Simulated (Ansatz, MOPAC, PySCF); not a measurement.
Noncovalent pair: H4Sn (SMILES [SnH4]) (first 5 atoms) with CH4 (SMILES C); geometry from B3LYP-D3(BJ)/def2-TZVP, rigid monomers moved along the line of their centres of mass till Sn1···C6 is 5.46 Å.
(charge 0, multiplicity 1):
```json
[
 {"atom": "Sn", "x (Å)": "0.1336", "y (Å)": "0.1521", "z (Å)": "-0.0877"},
 {"atom": "H", "x (Å)": "-1.2914", "y (Å)": "0.9323", "z (Å)": "0.4394"},
 {"atom": "H", "x (Å)": "0.0729", "y (Å)": "-1.5006", "z (Å)": "0.3389"},
 {"atom": "H", "x (Å)": "0.2617", "y (Å)": "0.2942", "z (Å)": "-1.7866"},
 {"atom": "H", "x (Å)": "1.4919", "y (Å)": "0.8835", "z (Å)": "0.6450"},
 {"atom": "C", "x (Å)": "-0.2387", "y (Å)": "-0.2723", "z (Å)": "5.3416"},
 {"atom": "H", "x (Å)": "0.7378", "y (Å)": "0.1401", "z (Å)": "5.0911"},
 {"atom": "H", "x (Å)": "-0.3250", "y (Å)": "-0.3682", "z (Å)": "6.4230"},
 {"atom": "H", "x (Å)": "-1.0195", "y (Å)": "0.3919", "z (Å)": "4.9735"},
 {"atom": "H", "x (Å)": "-0.3484", "y (Å)": "-1.2533", "z (Å)": "4.8812"}
]
```

Monomers are frozen at their geometry in the pair; levels with a basis set take the counterpoise correction. Rows marked so take none.

Correlated levels freeze the cores. Filled d and f shells under p-block atoms count as core. CBS(a, b) extrapolates the correlation energy as X⁻³ and adds the Hartree–Fock energy of set b. Rows in 3-21G carry no dispersion term and start afresh at each structure; the Pople sets are all-electron and without relativity. The state that PM3 reach isn't checked.

The values were computed with Ansatz (a quantum-chemistry and plane-wave program) with Gaussian orbitals; MOPAC for PM3 (differences of heats of formation); PySCF for 3-21G rows, the dispersion terms.  In def2 rows elements past Kr take small-core potentials, without spin–orbit coupling.

```
level                                interaction energy (kcal/mol)
-----------------------------------  -----------------------------
PM3                                                           0.15
HF/def2-SVPD                                                 -0.02
PBE-D3(BJ)/def2-TZVPPD                                         [?]
r2SCAN/def2-TZVPPD                                           -0.07
B3LYP/3-21G (no counterpoise)                                -0.08
PBE0/def2-TZVPPD                                             -0.07
wB97X-V/def2-TZVPPD                                          -0.19
wB97M-V/def2-TZVPPD                                          -0.21
CCSD(T)/CBS(def2-SVPD, def2-TZVPPD)                          -0.19
```

### Question
What belongs in the gaps?

### Answer

- PBE-D3(BJ)/def2-TZVPPD, interaction energy (kcal/mol): -0.28
